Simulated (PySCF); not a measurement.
Match each property card to its molecule.

Structures:
1. `N#[C][AlH2]` (CH2AlN)
2. `FC(F)(F)OC1=COCC1` (C5H5F3O2)
3. `CB(C)CCS` (C4H11BS)
4. `S=CS` (CH2S2)

Card P (geometry PBE0-D3(BJ)/def2-SVP):
* Rotational constants A, B, C: 49.828, 3.432, 3.211 GHz
* Static isotropic polarisability (PBE0/def2-SVPD): 57.9 au
* Isotropic shieldings of nuclei other than C and H, by class (GIAO KT2/pcSseg-2): -261 (1 S), 219 (1 S) ppm
* HOMO energy (PBE0/def2-SVPD): -6.85 eV
* 13C chemical shifts (computed TMS as zero) by class (GIAO KT2/pcSseg-2): 212.1 (1 C) ppm
* Dipole moment (PBE0/def2-SVPD): 1.75 D

Card Q (geometry PBE0-D3(BJ)/def2-SVP):
* Rotational constants A, B, C: 3.302, 0.800, 0.732 GHz
* Static isotropic polarisability (CAM-B3LYP/def2-SVPD): 66.4 au
* Lowest singlet excitation (TDDFT CAM-B3LYP/def2-SVPD): 5.84 eV (212 nm, f = 0.004)
* Dipole moment (CAM-B3LYP/def2-SVPD): 2.26 D
* Largest of the computed one-bond spin–spin couplings (means over like bonds) (B3LYP/pcJ-1, spin–dipole term left out for some pairs): 19F–13C -333.5 (×3), 13C–1H +204.4, 13C–1H +154.9 (×2), 13C–1H +141.8 (×2) Hz

Card R (geometry PBE0-D3(BJ)/def2-SVP):
* Rotational constants A, B, C: 6.287, 1.081, 0.948 GHz
* Static isotropic polarisability (CAM-B3LYP/def2-SVPD): 85.9 au
* Vertical ionisation energy (ΔSCF CAM-B3LYP/def2-SVPD): 9.03 eV
* Dipole moment (CAM-B3LYP/def2-SVPD): 1.94 D
* Isotropic shieldings of nuclei other than C and H, by class (GIAO PBE0/pcSseg-1): 13 (1 B), 556 (1 S) ppm

Card S (geometry PBE0-D3(BJ)/def2-SVP):
* Rotational constants A, B, C: 127.229, 4.865, 4.686 GHz
* Static isotropic polarisability (CAM-B3LYP/def2-SVPD): 41.8 au
* Point group: C2v
* Strongest line among the 15 lowest singlet transitions (TDDFT CAM-B3LYP/def2-SVPD): S8 at 8.41 eV (147 nm, f = 0.289)
* Lowest triplet excitation (Tamm–Dancoff) (TDA CAM-B3LYP/def2-SVPD): 4.85 eV
* HOMO energy (CAM-B3LYP/def2-SVPD): -10.65 eV
* Core binding energies (ΔSCF SCAN, pcX-2 on the ionised atom, pcseg-1 elsewhere, spin-free X2C): C1s 291.7, N1s 405.5, Al1s 1568.6 eV

Species are written as SMILES; each is one conformer at its optimised geometry, gas phase, non-relativistic unless stated. Electronic properties by PySCF. NMR classes are plain means over equivalent atoms (diastereotopic ones count apart unless rotation or inversion swaps them), as if these changed places fast.

Which card belongs to which structure?

P = 4, Q = 2, R = 3, S = 1. What ties each card to its structure:
- 1 (card S), CH2AlN, monoisotopic mass 55.0 u, 3 heavy atoms: core lines of Al, C and N; point group C2v; an asymmetric top with C = 4.686 GHz, the highest such constant on the cards; polarisability 41.8 au for 28 electrons.
- 2 (card Q), C5H5F3O2, monoisotopic mass 154.0 u, 10 heavy atoms: an asymmetric top with C = 0.732 GHz, the lowest such constant on the cards; polarisability 66.4 au for 78 electrons; dipole 2.26 D.
- 3 (card R), C4H11BS, monoisotopic mass 102.1 u, 6 heavy atoms: an asymmetric top with C = 0.948 GHz; polarisability 85.9 au for 56 electrons; dipole 1.94 D.
- 4 (card P), CH2S2, monoisotopic mass 78.0 u, 3 heavy atoms: 1 C in 1 class; an asymmetric top with C = 3.211 GHz; polarisability 57.9 au for 40 electrons; dipole 1.75 D.
